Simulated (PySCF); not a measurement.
Working with the constants of CaCl

UHF-CCSD(T) constants of CaCl, ²Σ⁺ (doublet), unpaired electrons σ ↑ (basis Ca 6-31G(d,p), Cl 6-31G(d,p); no relativity; PySCF 2.14; masses 39.9626 and 34.9689 u):

```
ωe            : 349.6 cm⁻¹
ωexe          : 1.16 cm⁻¹
Be            : 0.14348 cm⁻¹
αe            : 0.000705 cm⁻¹
De to Ca + Cl : 3.56 eV
```

(1) What force constant and bond length do these constants imply?

(2) Estimate the centrifugal constant D from the Kratzer relation and find the Dunham coefficient a1.

Correlated steps freeze 10 core orbitals. Correlated levels converge slowly with the basis: in double zeta they bind strong bonds too weakly, by up to about 1 eV, and carry superposition errors of some tenths. The state was picked by a PBE0 search and need not be the measured ground state.

## Answers

(1) Reduced mass μred = 18.650 u; k = 5.8918×10⁻⁷·μred·ωe² (u, cm⁻¹, mdyn/Å) = 1.34 mdyn/Å; Re = √(16.8576/(μred·Be)) (u, cm⁻¹, Å) = 2.510 Å.

(2) D = 4Be³/ωe² = 9.67e-08 cm⁻¹; a1 = −1 − αeωe/(6Be²) = -3.00.
